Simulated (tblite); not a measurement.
C8H13P.
Atom-mapped SMILES: `[CH3:1][CH2:2][c:3]1[cH:4][cH:5][p:6]([CH3:7])[c:8]1[CH3:9]` (hydrogens: H10, H11, H12 on C1; H13, H14 on C2; H15 on C4; H16 on C5; H17, H18, H19 on C7; H20, H21, H22 on C9)

Computed with GFN2-xTB (tblite), gas phase: L-BFGS steps from a force-field or distance-geometry start until the largest atomic force falls under 0.01 eV/Å.

Step 92: E = -713.9944 eV
```
atom  x, y, z in Å  |  force x, y, z in eV/Å
C1     -2.9051    0.2276    0.4784   -0.105   0.002   0.059
C2     -1.8763    0.1608   -0.6570    0.042   0.085   0.004
C3     -0.5534   -0.3438   -0.1646    0.004  -0.006   0.000
C4     -0.2621   -1.7611   -0.1448    0.005   0.019  -0.021
C5      0.9814   -2.0841    0.2496    0.036   0.003  -0.056
P6      1.8363   -0.6238    0.8802    0.077  -0.031   0.004
C7      3.0609   -0.2022   -0.4543    0.028  -0.015  -0.071
C8      0.4746    0.4146    0.2798   -0.023  -0.045   0.073
C9      0.5833    1.9015    0.3858   -0.108  -0.045   0.007
H10    -3.6657    0.9847    0.2821    0.078  -0.085  -0.048
H11    -3.4099   -0.7311    0.5902    0.084   0.034   0.090
H12    -2.4158    0.4749    1.4213   -0.050  -0.011  -0.081
H13    -2.2458   -0.4962   -1.4480    0.005   0.032   0.008
H14    -1.7356    1.1523   -1.0859   -0.008   0.105  -0.004
H15    -1.0042   -2.4769   -0.4667    0.017  -0.013  -0.004
H16     1.3612   -3.0892    0.3349    0.016   0.044   0.026
H17     2.6184   -0.3226   -1.4413   -0.030  -0.051   0.021
H18     3.3605    0.8380   -0.3214    0.012  -0.094   0.048
H19     3.9336   -0.8436   -0.3599    0.016  -0.005   0.019
H20     0.7748    2.3348   -0.5982   -0.025   0.036   0.053
H21     1.4058    2.1630    1.0517   -0.008   0.015  -0.082
H22    -0.3275    2.3418    0.7864   -0.063   0.027  -0.044
```

Step 93: E = -713.9995 eV
```
atom  x, y, z in Å  |  force x, y, z in eV/Å
C1     -2.9049    0.2172    0.4667   -0.043   0.028   0.025
C2     -1.8667    0.1685   -0.6628   -0.020   0.083   0.018
C3     -0.5497   -0.3382   -0.1611    0.004  -0.023  -0.001
C4     -0.2608   -1.7556   -0.1347    0.019   0.017  -0.023
C5      0.9785   -2.0790    0.2707    0.033  -0.013  -0.078
P6      1.8404   -0.6170    0.8888    0.042  -0.081   0.005
C7      3.0435   -0.2081   -0.4677    0.029  -0.033  -0.055
C8      0.4758    0.4183    0.2894    0.000  -0.030   0.069
C9      0.5902    1.9032    0.3957   -0.076   0.016   0.003
H10    -3.6881    0.9459    0.2581    0.060  -0.056  -0.066
H11    -3.3763   -0.7550    0.5875    0.050  -0.019   0.088
H12    -2.4296    0.4909    1.4085   -0.031  -0.004  -0.066
H13    -2.2316   -0.4811   -1.4640    0.034   0.063   0.034
H14    -1.7207    1.1657   -1.0771   -0.040   0.090  -0.001
H15    -0.9985   -2.4726   -0.4613   -0.012  -0.022  -0.008
H16     1.3533   -3.0855    0.3542    0.039   0.034   0.043
H17     2.5926   -0.3239   -1.4511   -0.055  -0.056   0.033
H18     3.3483    0.8283   -0.3328    0.051  -0.031   0.027
H19     3.9123   -0.8543   -0.3821    0.052  -0.019   0.016
H20     0.7629    2.3440   -0.5885   -0.029   0.015   0.041
H21     1.4276    2.1609    1.0448   -0.013   0.012  -0.076
H22    -0.3088    2.3465    0.8171   -0.094   0.030  -0.028
```

Step 94: E = -714.0048 eV
```
atom  x, y, z in Å  |  force x, y, z in eV/Å
C1     -2.9021    0.2010    0.4606   -0.064  -0.057   0.063
C2     -1.8639    0.1812   -0.6683   -0.051   0.060   0.060
C3     -0.5508   -0.3296   -0.1663    0.065  -0.013   0.031
C4     -0.2659   -1.7468   -0.1359    0.041   0.006  -0.025
C5      0.9676   -2.0739    0.2830    0.014  -0.045  -0.101
P6      1.8371   -0.6162    0.8975   -0.026  -0.109   0.018
C7      3.0280   -0.2142   -0.4686    0.075  -0.020  -0.018
C8      0.4740    0.4203    0.2946    0.030   0.042   0.055
C9      0.6035    1.9042    0.3957   -0.026   0.087   0.056
H10    -3.7205    0.8846    0.2333    0.063  -0.083  -0.029
H11    -3.3196   -0.7963    0.6113    0.081   0.118   0.030
H12    -2.4353    0.5183    1.3933   -0.060   0.019  -0.063
H13    -2.2253   -0.4587   -1.4762    0.024   0.043  -0.033
H14    -1.7236    1.1870   -1.0630   -0.042   0.085  -0.007
H15    -0.9972   -2.4634   -0.4734   -0.054  -0.042  -0.011
H16     1.3338   -3.0828    0.3665    0.064   0.011   0.054
H17     2.5782   -0.3334   -1.4523   -0.056  -0.048   0.052
H18     3.3251    0.8230   -0.3259    0.073  -0.007  -0.030
H19     3.9021   -0.8528   -0.3797    0.049  -0.027  -0.001
H20     0.7529    2.3504   -0.5887   -0.053  -0.009  -0.021
H21     1.4667    2.1566    1.0149   -0.061  -0.015  -0.058
H22    -0.2754    2.3607    0.8460   -0.088   0.002  -0.023
```

Question: Estimate the geometry and energy of step 95. (The exact step hangs on the optimiser's Hessian estimate; all steps are aligned on step 94, rigid shifts and turns removed.)

Answer: E = -714.0097 eV, largest force 0.131 eV/Å
```
atom  x, y, z in Å  |  force x, y, z in eV/Å
C1     -2.9082    0.1955    0.4482    0.079   0.033  -0.009
C2     -1.8521    0.1905   -0.6675   -0.096   0.046   0.059
C3     -0.5448   -0.3271   -0.1553    0.048   0.008   0.016
C4     -0.2590   -1.7437   -0.1248    0.014  -0.011  -0.015
C5      0.9722   -2.0707    0.2987    0.012  -0.038  -0.093
P6      1.8495   -0.6138    0.9039   -0.053  -0.093  -0.007
C7      3.0171   -0.2215   -0.4877    0.042  -0.038   0.060
C8      0.4781    0.4209    0.3109    0.047   0.071   0.019
C9      0.6020    1.9048    0.4082    0.026   0.128   0.008
H10    -3.7333    0.8621    0.2062    0.007  -0.044  -0.054
H11    -3.3045   -0.8057    0.5969    0.018  -0.008   0.042
H12    -2.4633    0.5267    1.3853   -0.022   0.029  -0.029
H13    -2.2055   -0.4447   -1.4852    0.050   0.087  -0.003
H14    -1.7069    1.2024   -1.0524   -0.060  -0.006   0.030
H15    -0.9882   -2.4624   -0.4612   -0.071  -0.046  -0.022
H16     1.3357   -3.0792    0.3866    0.078  -0.021   0.047
H17     2.5456   -0.3353   -1.4615   -0.035  -0.044   0.053
H18     3.3253    0.8106   -0.3424    0.081   0.044  -0.061
H19     3.8875   -0.8661   -0.4111    0.051  -0.047  -0.024
H20     0.7409    2.3580   -0.5759   -0.073  -0.058  -0.016
H21     1.4749    2.1583    1.0120   -0.064   0.007  -0.005
H22    -0.2734    2.3593    0.8666   -0.079  -0.001   0.005
```

The energy changes by -0.0049 eV. The first-order estimate −F·Δx gives -0.0074 eV and the mean of the old and new forces, exact on a quadratic surface, -0.0049 eV. The step makes an angle of 80° with the force vector and moves no atom by more than 0.037 Å.
